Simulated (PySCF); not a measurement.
Computed IR spectrum (relative IR intensity) of a molecule C₂H₄FNOSi. Geometry: PBE-D3(BJ)/def2-SVP. Other conformers were not sampled. Calculation: PySCF with PBE-D3(BJ)/def2-SVP. Frequencies are harmonic and unscaled.

Lines under 2 % of the strongest are left out, and lines within 2 cm⁻¹ are merged.

ν (cm⁻¹): 538 (vw), 567 (vw), 581 (vw), 878 (m), 912 (w), 1044 (w), 1481 (vw), 2170 (w), 2190 (w), 2413 (vs) (against the strongest line: vs over 80 %, s over 45 %, m over 15 %, w over 4 %, vw less)

Q: Which structure fits?
A. CC1=N[Si@H](F)O1
B. O=C/N=C/[SiH2]F
C. N#C[C@@H](F)[SiH2]O
D. O=C=N[SiH2]CF

A: D, O=C=N[SiH2]CF
